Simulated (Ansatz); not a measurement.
The cluster Nb2S2⁺. The state is a quartet with charge 1. Geometry PBE-D4/def2-SVP.

```
atom   x (Å)   y (Å)   z (Å)
 Nb1   0.402  -0.801  -1.001
 Nb2  -1.045   0.832   0.149
  S3  -0.588  -1.272   1.066
  S4   1.230   1.241  -0.214
```

In the def2 sets Nb takes a core potential; there is no spin–orbit coupling. B3LYP takes the VWN-RPA correlation. At HF/def2-TZVP the charge 1 quartet is spin-contaminated (final ⟨S²⟩ up to 4.30, 3.75 for a pure state). The order of the spin states hangs on the level: the doublet lies 0.58 eV below the quartet at PBE0-D4/def2-TZVP, but 0.22 eV above it at HF/def2-TZVP. The quartet is doubtful at HF/def2-TZVP (⟨S²⟩ 4.30, where a pure state has 3.75). The doublet is doubtful at HF/def2-TZVP (⟨S²⟩ 1.99, where a pure state has 0.75). The structure comes from a short search, and lower isomers may exist.

(1) Estimate the α-spin orbital energies around the gap (eV) in Ansatz with HF/def2-TZVP, B3LYP-D4/def2-TZVP, PBE0-D4/def2-TZVP, BHLYP-D4/def2-TZVP, ωB97X-V/def2-TZVP.

Results:

(1) 
```csv
orbital,HF/def2-TZVP,B3LYP-D4/def2-TZVP,PBE0-D4/def2-TZVP,BHLYP-D4/def2-TZVP,ωB97X-V/def2-TZVP
HOMO−13,-52.53,-43.85,-44.39,-47.31,-47.12
HOMO−12,-51.43,-43.17,-43.67,-46.51,-46.42
HOMO−11,-28.44,-23.01,-23.39,-25.26,-26.11
HOMO−10,-28.17,-22.82,-23.19,-25.06,-25.89
HOMO−9,-17.27,-13.76,-14.05,-14.95,-16.20
HOMO−8,-17.01,-13.72,-13.99,-14.88,-16.16
HOMO−7,-16.15,-13.32,-13.63,-14.71,-15.96
HOMO−6,-15.93,-13.20,-13.45,-14.30,-15.56
HOMO−5,-15.53,-12.96,-13.22,-14.10,-15.39
HOMO−4,-14.78,-11.97,-12.19,-12.94,-14.16
HOMO−3,-14.29,-11.46,-11.73,-12.56,-13.74
HOMO−2,-13.97,-11.03,-11.35,-12.31,-13.39
HOMO−1,-13.61,-9.86,-10.15,-11.24,-12.26
HOMO,-12.38,-9.55,-9.73,-10.61,-11.64
LUMO,-4.21,-7.78,-7.60,-6.55,-5.41
LUMO+1,-4.09,-7.19,-7.01,-5.99,-4.80
LUMO+2,-3.73,-7.09,-6.88,-5.90,-4.71
LUMO+3,-3.61,-6.95,-6.81,-5.76,-4.66
LUMO+4,-3.51,-6.67,-6.41,-5.68,-4.51
LUMO+5,-2.89,-6.22,-5.98,-5.35,-4.17
β HOMO,-13.80,-10.94,-11.08,-12.00,-13.17
β LUMO,-4.33,-8.29,-7.91,-6.99,-5.93
```
